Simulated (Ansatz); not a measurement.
Input for Ansatz (a program for electronic structure): U-r2SCAN/def2-TZVPP on H2IIn (SMILES [InH2][I]), a point of a bond scan (R = 5.400 Å). Elements past Kr take the def2 small-core potentials; no spin–orbit coupling.

Ansatz 0.2 input:
```yaml
crystal:
  periodic: [false, false, false]
  atoms:
    - {symbol: In, position_ang: [-0.72638877, -1.13552285, 0.19955666]}
    - {symbol: H, position_ang: [-0.06961712, -2.17409956, 1.39445122]}
    - {symbol: H, position_ang: [-2.11914691, -1.24747254, -0.79314453]}
    - {symbol: I, position_ang: [2.15211759, 3.36428479, -0.59123902]}
basis:
  gaussian:
    orbitals: def2-TZVPP
hamiltonian:
  xc: {name: r2SCAN}
magnetization: {spin_polarized: true, initial_magnetization: 0}
```

It printed:

```
WARN ansatz: RAYON_NUM_THREADS=1 ignored (pool sized by the plan → 1); use --threads N
Functional definition: r2SCAN
integrals: 0.04 GiB planned
873 factors; their error is unknown
mean field: 0.43 GiB planned
mean field evaluation 1: about -13306.5239 eV, gradient 1.9e1 eV
mean field evaluation 2: about -13125.4671 eV, gradient 7.5e1 eV
mean field evaluation 4: about -13239.5817 eV, gradient 4.5e1 eV
mean field evaluation 8: about -13297.4274 eV, gradient 2.0e1 eV
mean field evaluation 16: about -13310.1707 eV, gradient 2.4e-5 eV
mean field evaluation 32: about -13310.4629 eV, gradient 1.9e-2 eV
mean field evaluation 64: about -13309.5971 eV, gradient 7.9e0 eV
mean field evaluation 96: about -13310.0624 eV, gradient 3.5e-5 eV
mean field evaluation 128: about -13310.1917 eV, gradient 1.3e0 eV
mean field evaluation 160: about -13310.4170 eV, gradient 8.3e-1 eV
mean field -13310.46286338 eV, -489.1504880735 hartree, gradient 5.3e-6 eV, S^2 0.653995; 17 other end points of the search recorded, 0 dependent functions left out
reference -13310.46288780 eV, -489.1504889710 hartree; 24, 24 occupied and 104, 104 virtual orbitals, 873 factors
Total energy: -13310.46288780 eV, -489.1504889710 hartree
```

Self-consistency was reached. Its determinant has ⟨S²⟩ = 0.65, a mixture of spin states.

Cost: very roughly 100 core-seconds.
